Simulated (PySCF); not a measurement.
H2Se. Atoms are numbered in the order given.

```xyz
3

Se     0.0000     0.0000     0.0566
H      0.0000    -1.0493    -0.9621
H      0.0000     1.0493    -0.9621
```

Geometry optimised at ωB97X-D3(BJ)/def2-TZVPD.

Level of theory: PBE0/def2-TZVPD (PySCF).

The molecule is in vacuum.

- total energy: -2402.46288 hartree
- point group: C2v
- highest occupied level: -7.14 eV
- lowest empty level: -0.15 eV
- orbital gap: 6.99 eV
- dipole moment: 0.73 D
- quadrupole, principal values (traceless, Buckingham form, about the centre of nuclear charge): -4.26, 1.24, 3.02 D·Å
- mean static polarisability: 31.4 bohr³ (4.66 Å³)
- polarisability, principal values: 31.0, 31.1, 32.2 bohr³
